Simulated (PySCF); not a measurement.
3,3,3-trifluoroprop-1-yne (C3HF3), SMILES C#CC(F)(F)F.

Geometry optimised at B3LYP-D3(BJ)/def2-SVP.

Two levels are set side by side: TDDFT-PBE/def2-SVPD (PySCF) and TDDFT-M06-2X/def2-SVPD (PySCF). Vertical, same geometry. The lowest singlet is HOMO→LUMO 50 %, HOMO−1→LUMO+1 50 % with PBE and HOMO→LUMO 48 %, HOMO−1→LUMO+1 48 % with the other functional; states are paired by order. Differences are taken from unrounded values.

| quantity | TDDFT-M06-2X | TDDFT-PBE | TDDFT-PBE minus TDDFT-M06-2X |
|---|---|---|---|
| lowest singlet excitation (eV) | 5.86 | 6.53 | 0.67 |
| lowest triplet excitation (TDA) (eV) | 5.43 | 5.21 | -0.21 |
| first bright state (f over 0.05) (eV) | 8.80 | 8.22 | -0.58 |
| its oscillator strength | 0.07 | 0.05 | -0.02 |

Rough cost on one machine, each run with all the roots and properties that it gave: TDDFT-M06-2X against TDDFT-PBE about 10 times.
